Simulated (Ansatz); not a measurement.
Reaction (substitution at a C–C bond): `C=C(Cl)CC` + `[OH][Ga]([Cl])[Cl]` → `C[O][Ga]([Cl])[Cl]` + `C=C(C)Cl`

Gas-phase electronic energies from Ansatz, PBE0-D4/def2-TZVP geometries. CBS: MP2 limit from def2 TZ/QZ plus the TZ coupled-cluster correction, frozen cores. Functionals use def2-TZVPP. For Ga outer-core shells are correlated without core-valence functions, which leaves a few kJ/mol of doubt a bond. Scalar relativity is left out up to krypton. Each species was taken in one conformer, which may not be the lowest.

CCSD(T)/CBS gives +0.63 eV.

Another level gave +0.59 eV. Which?
A. MP2/def2-TZVPP
B. revPBE/def2-TZVPP
C. BLYP/def2-TZVPP
D. PBE0/def2-TZVPP

D. PBE0 0.59, BLYP 0.48, revPBE 0.54, MP2/def2-TZVPP 0.67 eV.

Largest T1 diagnostic among the species: 0.013.

At CCSD(T), def2-SVP lies −0.08 eV from the extrapolated value and def2-TZVPP −0.02 eV. From BLYP to BHLYP (50 % exact exchange), in def2-TZVPP and without D4, ΔE moves by +0.05 eV.
